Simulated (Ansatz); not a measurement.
Stepwise reaction of `[OH][Ti]([OH])([Br])[Br]` with water, as a gas-phase model of exchange steps in deposition or etching. ΔE in kJ/mol; ΔG adds harmonic PBE0-D4 terms to CCSD(T)/CBS, at 1 bar.

Gas-phase electronic energies from Ansatz, PBE0-D4/def2-TZVP geometries. CCSD(T)/CBS adds triple-zeta CCSD(T) − MP2 to the extrapolated MP2 energy (def2 sets, frozen cores). This one scheme is used for every species. Functionals use def2-TZVPP. B3LYP here is the variant with VWN-RPA as its local correlation; programs differ in this. For Br, Ti outer-core shells are correlated without core-valence functions, which leaves a few kJ/mol of doubt a bond. Scalar relativity is left out up to krypton. Each species was taken in one conformer, which may not be the lowest.

| step | reaction | PBE-D4 | B3LYP-D4 | ωB97M-V | CCSD(T)/CBS | ΔG(400 K) |
| --- | --- | --- | --- | --- | --- | --- |
| 2 | `[OH][Ti]([OH])([OH])[Br]` + H₂O → `[OH][Ti]([OH])([OH])[OH]` + HBr | 38.9 | 37.2 | 36.3 | 43.9 | 39.4 |

(1) Give the row of step 1, `[OH][Ti]([OH])([Br])[Br]` + H₂O → `[OH][Ti]([OH])([OH])[Br]` + HBr. (Estimate.)

(2) By hand: ΔE of the 2 steps together at CCSD(T)/CBS.

Results:

(1) The calculation gave: 
```
step                                                             reaction  PBE-D4  B3LYP-D4  ωB97M-V  CCSD(T)/CBS  ΔG(400 K)
   1  `[OH][Ti]([OH])([Br])[Br]` + H₂O → `[OH][Ti]([OH])([OH])[Br]` + HBr    31.8      29.6     26.0         37.7       29.3
```

(2) (37.7) + (43.9) = 81.6 kJ/mol, or 40.8 kJ/mol a step.

In ΔE each step is higher than the one before. All are uphill at CCSD(T)/CBS. ΔG lies between 29.3 and 39.4 kJ/mol a step. PBE-D4 differs from CCSD(T)/CBS by -5.9 to -5.0 kJ/mol a step. Isolated molecules leave out the surface, adducts and barriers. Largest T1 diagnostic: 0.024.
